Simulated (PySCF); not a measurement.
Method: delta-SCF UKS SCAN, pcX-2 on the ionised atom, pcseg-1 elsewhere, spin-free X2C in PySCF 2.14.0. Geometries: PBE0-D3(BJ)/def2-SVP; isolated species, one conformer each. Values against the vacuum level.

Question: Rank by computed C 1s binding energy, lowest first.
A. C1 in `[CH2:1]=[CH:2][SiH2:3][AsH2:4]`
B. C1 in `[CH3:1][CH2:2][NH3+:3]`
C. C3 in `[CH3:1][CH2:2][CH2:3][GeH2:4][GeH3:5]`
D. C2 in `[F:1][c:2]1[cH:3][n:4][n:5][n:6][cH:7]1`
E. C8 in `[CH3:1]/[N:2]=[CH:3]\[CH2:4][O:5][GeH2:6][O:7][CH3:8]`

Answer: C (290.10 eV), A (290.45 eV), E (292.31 eV), D (294.53 eV), B (296.07 eV).

The highest is bonded to C and 3 H in a species of charge +1, the lowest to C, 2 H and Ge; the range is 5.97 eV.

Question: Rank by computed N 1s binding energy, lowest first.
A. N5 in `[F:1][c:2]1[cH:3][n:4][n:5][n:6][cH:7]1`
B. Nitrogen in `C/N=C\C[O][GeH2][O]C`
C. Nitrogen in `CC[NH3+]`

Answer: B (404.43 eV), A (407.15 eV), C (415.11 eV).

From the lowest up, the atoms are bonded to: C (double bond) and C (404.43); 2 N (aromatic in the SMILES) (407.15); C and 3 H in a species of charge +1 (415.11).
